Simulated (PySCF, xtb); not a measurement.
H₁₁NSi₄, SMILES N[Si]([SiH3])([SiH3])[SiH3].

Geometry optimised at r2SCAN-D4/def2-SVP. Other conformers were not sampled.

Computed with C-PCM-B3LYP/def2-SVP (PySCF 2.14.0).

The values are the electrostatic part of the solvation free energy, E(continuum) − E(gas) at the gas-phase geometry, in a cavity of scaled van der Waals radii (PySCF's table); cavitation and dispersion terms are not included. In vacuum the orbital gap is 5.98 eV. The dipole moment in vacuum is 1.54 D.

```json
[
 {"solvent": "water", "ε": "78.36", "ΔG(elec) (kcal/mol)": "-3.1", "dipole (D)": "2.06", "gap (eV)": "6.02"},
 {"solvent": "dichloromethane", "ε": "8.93", "ΔG(elec) (kcal/mol)": "-2.8", "dipole (D)": "1.99", "gap (eV)": "6.02"},
 {"solvent": "n-hexane", "ε": "1.88", "ΔG(elec) (kcal/mol)": "-1.4", "dipole (D)": "1.74", "gap (eV)": "6.01"}
]
```

For comparison, GFN2-xTB/ALPB(water) (xtb, at the GFN2-xTB geometry, all terms of that model) gives -3.2 kcal/mol.
